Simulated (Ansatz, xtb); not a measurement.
## A geometry optimisation of H3In2N with r2SCAN-D4/def2-SVP

The starting geometry of this gas-phase singlet was built from a drawn formula by distance geometry; its bonds are those of `[NH2][InH][In]`.

```yaml
atoms:
  - { symbol: In, position_ang: [-0.4367, -0.1771, 1.5003] }
  - { symbol: In, position_ang: [1.4045, -2.1690, 2.2332] }
  - { symbol: N, position_ang: [-1.9244, -1.1940, 0.1961] }
  - { symbol: H, position_ang: [-2.4101, -0.5420, -0.4639] }
  - { symbol: H, position_ang: [-1.4715, -1.9128, -0.3489] }
  - { symbol: H, position_ang: [-0.6290, 1.5999, 1.5033] }
```

**Question.** Predict what becomes of its bonds when it is optimised with r2SCAN-D4/def2-SVP.

**Answer.** It keeps its bonds, and is `[NH2][InH][In]`.

The energy falls by 0.34 eV over 8 steps:

| step | E − E(last) (eV) |
| --- | --- |
| 1 | 0.340 |
| 2 | 0.087 |
| 3 | 0.044 |
| 4 | 0.006 |
| 5 | 0.004 |
| 6 | 0.000 |
| 7 | 0.000 |
| 8 | 0.000 |

Final geometry (Å):

```yaml
atoms:
  - { symbol: In, position_ang: [-0.3606, -0.2437, 1.3708] }
  - { symbol: In, position_ang: [1.6326, -2.2020, 2.4434] }
  - { symbol: N, position_ang: [-1.7190, -1.0002, 0.0220] }
  - { symbol: H, position_ang: [-2.4501, -0.4482, -0.4208] }
  - { symbol: H, position_ang: [-1.7703, -1.9612, -0.3042] }
  - { symbol: H, position_ang: [-0.7997, 1.4603, 1.5090] }
```

From the same start GFN2-xTB ends elsewhere, differing in In1–In2 (3.64 against 2.99 Å here), In1–H6 (2.41 against 1.77 Å here), In2–N3 (2.41 against 4.31 Å here).

The end wasn't checked by frequencies. Atoms past krypton carry core potentials, without spin–orbit terms. Run with Ansatz 0.2.0, 57 s on 1 thread of AMD EPYC (Zen 3), with other jobs on the host.
